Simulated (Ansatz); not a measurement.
`N#C[Si](F)(Cl)Cl` → Cl• + `N#C[Si](F)Cl`•  (homolysis of the Cl–Si bond)

Gas-phase electronic energies from Ansatz, PBE0-D4/def2-TZVP geometries. CCSD(T)/CBS is the MP2 limit (def2-TZVPP, def2-QZVPP) plus CCSD(T) − MP2 in def2-TZVPP, frozen cores. This one scheme is used for every species, atoms too. Functionals use def2-TZVPP. Open shells (•) are unrestricted, without spin–orbit coupling. Spin–orbit coupling would lower the free atoms: a little for Cl.

CCSD(T)/CBS gives +5.07 eV.

Task: Another level gave +4.80 eV. Which?
A. BLYP/def2-TZVPP
B. PBE/def2-TZVPP
C. PBE0-D4/def2-TZVPP
D. r2SCAN/def2-TZVPP

Result: B. PBE 4.80, PBE0-D4 4.90, BLYP 4.52, r2SCAN 4.86 eV.

Largest T1 diagnostic among the species: 0.017.

From r2SCAN to r2SCAN0 (25 % exact exchange), in def2-TZVPP and without D4, ΔE moves by −0.04 eV: exact exchange takes away binding that semilocal exchange gives to molecules. At CCSD(T), def2-SVP lies −0.44 eV from the extrapolated value and def2-TZVPP −0.18 eV: correlation converges slowly with the basis, and small sets miss more of it in the bonded molecule than in its fragments.

CCSD(T)/CBS has its own doubt, a few kJ/mol and more with outer-core shells, so smaller differences from it don't rank the levels.
